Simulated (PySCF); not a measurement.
**Gallium: a sound run and one with changed settings**

Sound run: Ga [Ar] 3d10 4s2 4p1, Ga⁺ [Ar] 3d10 4s2. Calculation: PySCF 2.14, in cc-pVDZ-DK (5s4p2d, 27 functions); the spin-free X2C one-electron Hamiltonian (Gaussian nucleus). The sound run starts from symmetry-adapted Hartree-Fock orbitals and uses a fine grid where one is needed.

Changed run: radial step 0.8 in ln r (0.13 in the sound run). This setting is unsound on purpose.

```
species  method  sound run (hartree)  changed run (hartree)  converged
     Ga     UHF          -1942.08407            -1942.08407        yes
     Ga    PBE0          -1943.48101            -1943.30489        yes
     Ga  r2SCAN          -1943.70960            -1943.49503        yes
    Ga⁺     UHF          -1941.88168            -1941.88168        yes
    Ga⁺    PBE0          -1943.26130            -1943.08638        yes
    Ga⁺  r2SCAN          -1943.48510            -1943.27354        yes
```

Ionisation energy of Ga:

```tsv
method	sound run (eV)	changed run (eV)
UHF	5.507	5.507
PBE0	5.979	5.946
r2SCAN	6.109	6.027
```

A coarse radial grid mis-integrates the density and the exchange-correlation energy, with errors of either sign; Hartree-Fock needs no grid.

For comparison, NIST gives 5.999 eV between the lowest levels.
